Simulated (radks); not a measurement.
Problem. Excited configurations of the boron ion B+: one electron is placed in a higher orbital outside [He] 2s1. The ground configuration is [He] 2s2. Calculated with a radial shooting solver on a logarithmic mesh with Libxc functionals: non-relativistic Kohn-Sham, PBE, spin-polarised, spherical densities, point nucleus; open shells are filled with parallel spins first. Excitation = E - E(ground); binding = E(ion) - E, where the ion is the core of charge +2; n* = 2/sqrt(2 binding) in atomic units, and the quantum defect is n - n*.

outer orbital  excitation (eV)  binding (eV)     n*  quantum defect  eigenvalue (eV)  <r> (bohr)
2p                       4.194        20.411  1.633           0.367          -14.577       1.798
3p                      16.749         7.857  2.632           0.368           -6.052       4.939
4s                      19.712         4.894  3.335           0.665           -3.905       8.770
4f                      21.021         3.585  3.896           0.104           -2.608       8.651
5p                      21.831         2.774  4.429           0.571           -2.242       15.11
5d                      22.001         2.605  4.571           0.429           -2.072       15.14
6s                      22.549         2.057  5.144           0.856           -1.695       21.10
6f                      22.881         1.724  5.618           0.382           -1.373       22.27
7s                      23.115         1.491  6.042           0.958           -1.241       29.33
7p                      23.200         1.406  6.222           0.778           -1.167       30.71
7d                      23.257         1.348  6.353           0.647           -1.113       31.09

Estimate the row for 5s.

Solution. excitation (eV) 21.579; binding (eV) 3.026; n* 4.241; quantum defect 0.759; eigenvalue (eV) -2.462; <r> (bohr) 14.25. The Delta-SCF ionisation energy is 24.606 eV (NIST Atomic Spectra Database: 25.155 eV, measured). Self-interaction in the functional shifts the binding energies and quantum defects, so they are the method's values and not measured ones.
